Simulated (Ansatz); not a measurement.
Start from `C[Se][Hf]([Cl])([Cl])[Cl]` and change one atom or group to get `CC[Se][Hf]([Cl])([Cl])[Cl]`.

Ansatz, PBE0-D4/def2-TZVP geometries, multiplicity 1. Each molecule was computed in one conformer, which needn't be the lowest.

Elements past krypton have def2 core potentials. Scalar relativity is left out up to krypton.

| property | `C[Se][Hf]([Cl])([Cl])[Cl]` |
| --- | --- |
| size of the dipole moment (B3LYP/def2-TZVPP) / D | 1.77 |
| HOMO energy (ωB97M-V/def2-TZVPP) / eV | -9.43 |
| HOMO energy (PBE/def2-TZVPP) / eV | -6.25 |
| HOMO energy (PBE0/def2-TZVPP) / eV | -7.36 |
| LUMO energy (PBE0/def2-TZVPP) / eV | -2.14 |
| LUMO energy (ωB97M-V/def2-TZVPP) / eV | -0.10 |

(1) Give the same properties after the change, and the shifts. (Best estimate.)

Results:

(1) Computed: 
| property | `CC[Se][Hf]([Cl])([Cl])[Cl]` | shift |
| --- | --- | --- |
| size of the dipole moment (B3LYP/def2-TZVPP) / D | 2.14 | 0.37 |
| HOMO energy (ωB97M-V/def2-TZVPP) / eV | -9.41 | 0.02 |
| HOMO energy (PBE/def2-TZVPP) / eV | -6.22 | 0.03 |
| HOMO energy (PBE0/def2-TZVPP) / eV | -7.33 | 0.03 |
| LUMO energy (PBE0/def2-TZVPP) / eV | -2.07 | 0.07 |
| LUMO energy (ωB97M-V/def2-TZVPP) / eV | -0.03 | 0.07 |

Dipoles are sizes alone; their direction can turn.

B3LYP here is the variant with VWN-RPA as its local correlation; programs differ in this.

Spin–orbit coupling is left out; it splits and shifts lone-pair levels of the heavy atoms by tenths of an eV.
